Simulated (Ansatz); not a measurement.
A nudged elastic band was laid between two geometries of CH4Sb (6 atoms, charge 0, multiplicity 2).

Computed with Ansatz, UKS PBE0/def2-SVP.

```json
{"movable images": "7", "climbing image": "yes", "spring": "5.0 eV/Å²", "optimiser": "quadratic models (default)", "start path": "through a guess of the saddle point", "force threshold": "0.05 eV/Å", "iteration limit": "60", "end points": "relaxed"}
```

First end point:

```xyz
6
Properties=species:S:1:pos:R:3
C -0.223 -0.365 -0.465
Sb 0.249 0.033 1.625
H -0.914 0.399 -0.847
H -0.695 -1.354 -0.547
H 0.696 -0.351 -1.068
H 0.930 1.573 1.256
```

Last end point:

```xyz
6
Properties=species:S:1:pos:R:3
C -0.101 -0.322 -0.536
Sb 1.197 0.369 1.072
H -0.529 0.538 -1.070
H -0.919 -0.930 -0.124
H 0.485 -0.930 -1.238
H -0.091 1.210 1.850
```

(1) What changes between the two ends?

(2) What energy profile does the band end with?

(3) What is the geometry of the highest image?

(4) What are the harmonic wavenumbers there?

Results:

(1) No bond is made or broken. The dihedral H3–C1–Sb2–H6 goes from -60 to 60°. The two ends are copies of one structure, up to a mirror image or an exchange of like atoms.

(2) The run converged. The highest image is number 4 of 0 to 8, 0.029 eV above the ends, which have the same energy within 2 meV. A vibrational analysis at the climbing image gives one clearly imaginary mode, 159i cm⁻¹: a first-order saddle point.

```json
{"image": "0", "path coordinate (Å)": "0.00", "energy (eV)": "0.000", "dihedral H3–C1–Sb2–H6 (°)": "-60"}
{"image": "1", "path coordinate (Å)": "0.27", "energy (eV)": "0.004", "dihedral H3–C1–Sb2–H6 (°)": "-45"}
{"image": "2", "path coordinate (Å)": "0.54", "energy (eV)": "0.015", "dihedral H3–C1–Sb2–H6 (°)": "-30"}
{"image": "3", "path coordinate (Å)": "0.81", "energy (eV)": "0.025", "dihedral H3–C1–Sb2–H6 (°)": "-15"}
{"image": "4", "path coordinate (Å)": "1.08", "energy (eV)": "0.029", "dihedral H3–C1–Sb2–H6 (°)": "0"}
{"image": "5", "path coordinate (Å)": "1.35", "energy (eV)": "0.025", "dihedral H3–C1–Sb2–H6 (°)": "15"}
{"image": "6", "path coordinate (Å)": "1.62", "energy (eV)": "0.015", "dihedral H3–C1–Sb2–H6 (°)": "30"}
{"image": "7", "path coordinate (Å)": "1.89", "energy (eV)": "0.004", "dihedral H3–C1–Sb2–H6 (°)": "45"}
{"image": "8", "path coordinate (Å)": "2.16", "energy (eV)": "0.000", "dihedral H3–C1–Sb2–H6 (°)": "60"}
```

(3) 
```xyz
6
Properties=species:S:1:pos:R:3
C -0.149 -0.372 -0.495
Sb 0.757 -0.018 1.462
H -0.590 0.550 -0.893
H -0.932 -1.138 -0.402
H 0.621 -0.735 -1.190
H 0.334 1.649 1.472
```

(4) 159i, 506, 606, 731, 815, 1214, 1430, 1432, 1942, 3073, 3182, 3209 cm⁻¹.

The run took 3.3 min on 1 thread of Arm Neoverse N1, on a shared host, peak memory 0.22 GiB.
